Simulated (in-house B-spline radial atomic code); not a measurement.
Orbital energies and mean radii along the 56-electron series, configuration 1s2 2s2 2p6 3s2 3p6 3d10 4s2 4p6 4d10 4f5/2(2) 5s2 5p6. The effective charge is n√(-2ε), a non-relativistic measure. Computed with a radial B-spline atomic code at the basis-set limit: Dirac-Hartree-Fock, jj configuration that fills j = l - 1/2 first, finite nuclei.

| ion | Z | energy of 5p1/2 (Eh) | mean radius of 5p1/2 (bohr) | energy of 4p3/2 (Eh) | mean radius of 4p3/2 (bohr) | energy of 4d3/2 (Eh) | mean radius of 4d3/2 (bohr) | energy of 4f5/2 (Eh) | mean radius of 4f5/2 (bohr) | effective charge of 5p1/2 |
| --- | --- | --- | --- | --- | --- | --- | --- | --- | --- | --- |
| Ce2+ | 58 | -1.4945 | 1.7511 | -8.801 | 0.68447 | -4.9913 | 0.74591 | -0.75157 | 1.1375 | 8.6444 |
| Pr3+ | 59 | -2.0359 | 1.64 | -9.8942 | 0.66502 | -5.9351 | 0.71892 | -1.4535 | 0.97125 | 10.089 |
| Nd4+ | 60 | -2.6403 | 1.5428 | -11.092 | 0.64633 | -6.9772 | 0.69339 | -2.2492 | 0.87431 | 11.49 |
